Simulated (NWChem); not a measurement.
System meant: C4H2F2O; SMILES Fc1ccc(F)o1

NWChem input:

```
start job
memory heap 200 mb stack 900 mb global 1100 mb
geometry units angstroms noautoz
  F     -2.222637     0.000000    -0.663658
  C     -1.070732     0.000000    -0.052665
  C     -0.721628     0.000000     1.254476
  C      0.721628     0.000000     1.254476
  C      1.070732     0.000000    -0.052665
  F      2.222637     0.000000    -0.663658
  O      0.000000     0.000000    -0.865749
  H     -1.393324     0.000000     2.108180
  H      1.393324     0.000000     2.108180
end
basis spherical
  F library def2-svp
  C library def2-svp
  O library def2-svp
  H library def2-svp
end
dft
  xc xpbe96 cpbe96
  iterations 4
  mulliken
end
task dft energy
```

End of the output:

```
    Atom       Charge   Shell Charges
 -----------   ------   -------------------------------------------------------
    1 F    9     8.99   1.98  1.01  0.72  3.20  2.07  0.02
    2 C    6     5.96   1.96  0.60  0.27  1.88  0.99  0.26
    3 C    6     6.11   1.96  0.60  0.31  1.95  1.20  0.09
    4 C    6     6.11   1.96  0.60  0.31  1.95  1.20  0.09
    5 C    6     5.96   1.96  0.60  0.27  1.88  0.99  0.26
    6 F    9     8.99   1.98  1.01  0.72  3.20  2.07  0.02
    7 O    8     7.97   1.97  0.90  0.55  2.72  1.78  0.04
    8 H    1     0.96   0.62  0.27  0.07
    9 H    1     0.96   0.62  0.27  0.07

 center of mass
 --------------
 x =  -0.00000000 y =   0.00000000 z =  -0.10000521

 moments of inertia (a.u.)
 ------------------
         268.454951854017           0.000000000000          -0.000000000000
           0.000000000000        1095.637690522332           0.000000000000
          -0.000000000000           0.000000000000         827.182738668315

     Multipole analysis of the density
     ---------------------------------

     L   x y z        total         alpha         beta         nuclear
     -   - - -        -----         -----         ----         -------
     0   0 0 0      0.000000    -26.000000    -26.000000     52.000000

     1   1 0 0     -0.000000     -0.000000     -0.000000      0.000000
     1   0 1 0     -0.000000     -0.000000     -0.000000      0.000000
     1   0 0 1      0.469456      0.234728      0.234728      0.000000

     2   2 0 0    -28.279916   -215.568243   -215.568243    402.856570
     2   1 1 0      0.000000      0.000000      0.000000      0.000000
     2   1 0 1     -0.000000     -0.000000     -0.000000      0.000000
     2   0 2 0    -28.487775    -14.243887    -14.243887      0.000000
     2   0 1 1      0.000000      0.000000      0.000000      0.000000
     2   0 0 2    -26.518106    -87.768818    -87.768818    149.019529

 ------------------------------------------------------------------------
 dft energy failed                                                                                  0
 ------------------------------------------------------------------------
 ------------------------------------------------------------------------
  current input line :
    25: task dft energy
 ------------------------------------------------------------------------
 ------------------------------------------------------------------------
 This type of error is most commonly associated with calculations not reaching convergence criteria
 ------------------------------------------------------------------------
 For more information see the NWChem manual at https://nwchemgit.github.io

0:dft energy failed:Received an Error in Communication
```

Question: What is wrong, and how is it mended?

Answer: Convergence was not reached. Cause: the SCF was allowed too few iterations. This input runs:
```
start job
memory heap 200 mb stack 900 mb global 1100 mb
geometry units angstroms noautoz
  F     -2.222637     0.000000    -0.663658
  C     -1.070732     0.000000    -0.052665
  C     -0.721628     0.000000     1.254476
  C      0.721628     0.000000     1.254476
  C      1.070732     0.000000    -0.052665
  F      2.222637     0.000000    -0.663658
  O      0.000000     0.000000    -0.865749
  H     -1.393324     0.000000     2.108180
  H      1.393324     0.000000     2.108180
end
basis spherical
  * library def2-svp
end
dft
  xc xpbe96 cpbe96
  iterations 150
  mulliken
end
task dft energy
```
It converges to -427.72362 Ha (PBE/def2-SVP).
